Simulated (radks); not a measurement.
The cadmium ion Cd0.875+, 47.125 electrons, occupied as [Kr] 4d10 5s1.125 (fractional occupations, a model configuration).

All-electron calculation, Dirac Kohn-Sham, PBE, spin-unpolarised, spherical densities, finite nucleus; Fermi nuclear charge, rms radius 4.6087 fm. Program: a radial shooting solver on a logarithmic mesh with Libxc functionals.

Energy parts (eV):
| part | energy |
|---|---|
| total | -152264.727 |
| kinetic | 159660.346 |
| electron-nucleus | -369070.559 |
| Hartree | 61349.794 |
| exchange-correlation | -4204.308 |

Orbitals (lengths in bohr, moments of r in powers of bohr; r(max) is where P^2 peaks):
orbital	occ.	eigenvalue (eV)	<r^4>	<r^2>	<r>	r(max)
1s1/2	2	-26515.79	4.065e-06	0.001250	0.03040	0.01968
2s1/2	2	-3941.991	0.0007161	0.02037	0.1313	0.1114
2p1/2	2	-3670.350	0.0004648	0.01520	0.1112	0.08597
2p3/2	4	-3477.887	0.0005392	0.01652	0.1164	0.09031
3s1/2	2	-740.9368	0.03301	0.1468	0.3581	0.3240
3p1/2	2	-632.0654	0.03247	0.1420	0.3494	0.3104
3p3/2	4	-597.6944	0.03652	0.1509	0.3604	0.3205
3d3/2	4	-405.0379	0.03243	0.1318	0.3327	0.2642
3d5/2	6	-398.0539	0.03367	0.1344	0.3362	0.2670
4s1/2	2	-113.5006	1.156	0.8765	0.8794	0.7958
4p1/2	2	-78.6195	1.612	1.011	0.9394	0.8290
4p3/2	4	-72.8016	1.843	1.079	0.9704	0.8539
4d3/2	4	-19.7647	7.538	1.933	1.263	0.9749
4d5/2	6	-19.0612	8.067	1.994	1.282	0.9857
5s1/2	1.125	-12.0791	107.1	8.175	2.676	2.247

The highest occupied level is 5s1/2 at -12.079 eV. The density falls to 0.001 e/bohr^3 at r = 3.93 bohr.
